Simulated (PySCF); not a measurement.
**Small edits and their spectra**

Starting compound: SMILES C=CO/C=C/C(=C)[SiH2]C, C7H12OSi.

1H NMR (500 MHz, computed): δ 6.70 (d, 1H), 6.58 (m, 1H), 6.35 (d, 1H), 6.03 (br s, 1H), 5.48 (br s, 1H), 4.87 (m, 1H), 4.50 (q, 2H), 4.47 (m, 1H), 0.27 (t, 3H). 13C{1H} NMR (computed): δ 157.5 (CH), 154.7 (CH), 145.6 (C), 133.8 (CH2), 123.6 (CH), 97.2 (CH2), -9.8 (CH3).

[PySCF 2.14: shielding tensors at PBE0/pcSseg-1 (GIAO); coordinates at the GFN2-xTB level; non-relativistic; single conformer; in vacuum; averaged over atoms made equivalent by symmetry, fast rotation or ring inversion]

Chemical shifts δ = σref − σ; 1H (31.72 ppm), 13C (186.93 ppm) against TMS, all at this level. Splittings of carbon signals by F and P are missing where no couplings were computed. Where no couplings were computed, multiplicities follow the n + 1 count of equivalent neighbours, and m marks all less simple cases (inequivalent or close neighbours, rings, F or P nearby). Shifts are as computed. Against solution values, carbons near 30 ppm lie about +3 ppm off and those near 130 ppm about +5 ppm. Of 1309 compounds with measured shifts, 239 miss one by over three times the rms of a fit or turn the order of signals round; such compounds aren't used in these exercises.

Q: What are the spectra after this edit: ring closed by a new C-C bond, giving `C=C1C=C([SiH2]C)C=CO1`?

A: 1H NMR (500 MHz, computed): δ 6.69 (d, 1H), 6.29 (s, 1H), 5.20 (d, 1H), 4.39 (br s, 1H), 4.28 (q, 2H), 4.15 (br s, 1H), 0.21 (t, 3H). 13C{1H} NMR (computed): δ 162.7 (C), 154.0 (CH), 139.2 (C), 137.5 (CH), 109.7 (CH), 89.7 (CH2), -4.7 (CH3).

Q: What are the spectra after this edit: C replaced by Si, giving `C=CO/C=C/C(=C)[SiH2][SiH3]`?

A: 1H NMR (500 MHz, computed): δ 6.58 (m, 1H), 6.54 (d, 1H), 6.31 (d, 1H), 5.99 (br s, 1H), 5.71 (br s, 1H), 4.91 (m, 1H), 4.51 (m, 1H), 4.30 (q, 2H), 3.47 (t, 3H). 13C{1H} NMR (computed): δ 157.4 (CH), 156.7 (CH), 142.8 (C), 136.4 (CH2), 122.5 (CH), 97.8 (CH2).

Q: What are the spectra after this edit: H on Si replaced by PH2, giving `C=CO/C=C\C(=C)[Si@H](C)P`?

A: 1H NMR (500 MHz, computed): δ 6.54 (m, 1H), 6.17 (d, 1H), 5.93 (m, 1H), 5.51 (m, 1H), 5.49 (m, 1H), 5.45 (m, 1H), 5.00 (m, 1H), 4.57 (m, 1H), 1.39 (m, 2H), 0.32 (m, 3H). 13C{1H} NMR (computed): δ 156.2 (CH), 149.4 (C), 148.9 (CH), 133.4 (CH2), 119.5 (CH), 98.4 (CH2), 0.2 (CH3).
